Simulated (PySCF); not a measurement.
These 2 structures share the formula C2H7BNP. Theory: PBE0-D3(BJ)/def2-SVP geometry optimisation, gas phase in PySCF 2.14.0. One conformer each; no zero-point energy, no entropy. No frequencies were run at this level. Point groups hold within 0.08 Å.

**Question.** Order them by energy at this level, lowest first, and give relative energies in kJ/mol.
A. `C[B@@H-]([PH3+])C#N`
B. `[CH3:1][C:2]#[N+:3][BH2-:4][PH2:5]` with N3–B4–P5–H 47° and -48°

**Answer.** A (0.0), B (24.1).

As drawn, the higher has a B–N bond, which the lower lacks.

```
             SMILES      E (Eh)  E rel (kJ/mol)  dipole (D)  point group      A, B, C (MHz)
C[B@@H-]([PH3+])C#N  -500.82368             0.0        6.42           C1   4610, 2838, 1908
     CC#[N+][BH2-]P  -500.81451            24.1        8.23           Cs  11679, 1504, 1375
```

**Question.** How do the relative energies change in single points at KT3/pcSseg-2 (no added dispersion term) on the same geometries?

**Answer.** 
```json
{"SMILES": "C[B@@H-]([PH3+])C#N", "PBE0-D3(BJ)/def2-SVP (kJ/mol)": "0.0", "KT3/pcSseg-2 (kJ/mol)": "0.0", "shift": "0.0"}
{"SMILES": "CC#[N+][BH2-]P", "PBE0-D3(BJ)/def2-SVP (kJ/mol)": "24.1", "KT3/pcSseg-2 (kJ/mol)": "31.0", "shift": "+6.9"}
```

Each column counts from its own lowest isomer. The order is unchanged; the largest shift is 6.9 kJ/mol.
